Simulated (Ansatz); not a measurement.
`C[Te][SiH](N)F` and `NC[SiH](N)F` differ in one atom or group.

Ansatz, PBE0-D4/def2-TZVP geometries, multiplicity 1. Each molecule was computed in one conformer, which needn't be the lowest.

Elements past krypton have def2 core potentials.

```tsv
property	`C[Te][SiH](N)F`
LUMO energy (B3LYP/def2-TZVPP) / eV	-0.87
HOMO energy (PBE/def2-TZVPP) / eV	-5.26
HOMO energy (B3LYP/def2-TZVPP) / eV	-6.06
LUMO energy (ωB97M-V/def2-TZVPP) / eV	1.11
HOMO–LUMO gap (ωB97M-V/def2-TZVPP) / eV	9.47
HOMO energy (PBE0/def2-TZVPP) / eV	-6.28
```

(1) What does the change do to each property? (Best estimate.)

## Answers

(1) The calculation gave: 
| property | `NC[SiH](N)F` | shift |
| --- | --- | --- |
| LUMO energy (B3LYP/def2-TZVPP) / eV | 0.35 | 1.22 |
| HOMO energy (PBE/def2-TZVPP) / eV | -5.56 | -0.30 |
| HOMO energy (B3LYP/def2-TZVPP) / eV | -6.81 | -0.75 |
| LUMO energy (ωB97M-V/def2-TZVPP) / eV | 2.14 | 1.03 |
| HOMO–LUMO gap (ωB97M-V/def2-TZVPP) / eV | 11.57 | 2.10 |
| HOMO energy (PBE0/def2-TZVPP) / eV | -7.04 | -0.76 |

With PBE0 the HOMO falls by 0.76 eV and the LUMO rises by 1.32 eV, so the gap widens by about 2.08 eV. PBE moves the HOMO by -0.30 eV and ωB97M-V by -1.07 eV.

B3LYP here is the variant with VWN-RPA as its local correlation; programs differ in this.

Spin–orbit coupling is left out; it splits and shifts lone-pair levels of the heavy atoms by tenths of an eV.
